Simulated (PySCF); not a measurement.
# SMILES [C-]#C[C@@H]1CC[C@@H]1OC, [C₇H₉O]-, charge -1

Geometry:
```csv
atom,x (Å),y (Å),z (Å)
C1,0.066,1.871,2.425
C2,-0.216,1.407,1.319
C3,-0.581,0.904,-0.014
C4,-1.816,-0.037,-0.147
C5,-1.036,-0.908,-1.136
C6,0.267,-0.199,-0.744
O7,1.070,-1.065,0.035
C8,2.095,-0.379,0.722
H9,-0.690,1.742,-0.732
H10,-2.025,-0.554,0.790
H11,-2.741,0.411,-0.521
H12,-1.312,-0.735,-2.179
H13,-1.032,-1.981,-0.937
H14,0.880,0.175,-1.590
H15,1.650,0.430,1.327
H16,2.824,0.043,0.011
H17,2.589,-1.111,1.360
```

Total charge -1.

Computed, not measured: TDDFT PBE0/aug-cc-pVDZ circular dichroism and optical rotation, one conformer, gas phase in PySCF 2.14.0. Geometry: GFN2-xTB.

The molecule is flexible and this is one conformer; a measurement averages over conformers. For a gas-phase anion, states above the detachment energy (about 1.2 eV, taken as minus the energy of the highest occupied orbital) lie in the continuum and depend on the basis.

Q: Assign R or S to each stereocentre.

A: C3 S, C6 S.

Q: Which excitations and rotatory strengths does the calculation give?

A: Rotatory strengths R in 10⁻⁴⁰ esu² cm², velocity form and length form (origin at the centre of mass); f in length form.
```
state  E (eV)  λ (nm)       f  R (velocity)  R (length)                                    main
    1    2.98     416   0.014          +4.2        +4.2                          HOMO→LUMO 0.96
    2    3.13     396   0.004          -2.1        -2.3      HOMO−1→LUMO 0.73, HOMO−2→LUMO 0.24
    3    3.25     381   0.002          -0.5        -0.6      HOMO−2→LUMO 0.72, HOMO−1→LUMO 0.24
    4    3.38     367   0.015          +7.3        +7.3                        HOMO→LUMO+1 0.98
    5    3.48     357   0.010          -4.3        -4.0                        HOMO→LUMO+2 0.97
    6    3.53     351   0.003          -4.9        -5.0  HOMO−1→LUMO+1 0.83, HOMO−2→LUMO+1 0.13
    7    3.61     344   0.011          +9.7       +10.2    HOMO→LUMO+3 0.60, HOMO−2→LUMO+1 0.30
    8    3.62     342   0.004          +3.9        +3.7    HOMO−2→LUMO+1 0.36, HOMO→LUMO+3 0.33
    9    3.63     341   0.004          +0.9        +0.9  HOMO−1→LUMO+2 0.64, HOMO−2→LUMO+1 0.20
   10    3.73     332  0.0008          -2.2        -2.2  HOMO−2→LUMO+2 0.74, HOMO−1→LUMO+2 0.16
   11    3.77     329   0.012          -9.5        -9.5  HOMO−1→LUMO+3 0.70, HOMO−2→LUMO+3 0.20
   12    3.87     321   0.003          -0.5        -0.4  HOMO−2→LUMO+3 0.75, HOMO−1→LUMO+3 0.20
```

Among the states computed, the strongest CD band (largest |R|) is state 7. The largest dissymmetry factor in size, g = 4R/(D+G), with D and G the electric and magnetic dipole strengths, is -0.016 for state 10 (velocity form, f = 0.0008), among bands with |R| over 0.5. The mirror image has the same energies and oscillator strengths and all R with the opposite sign.
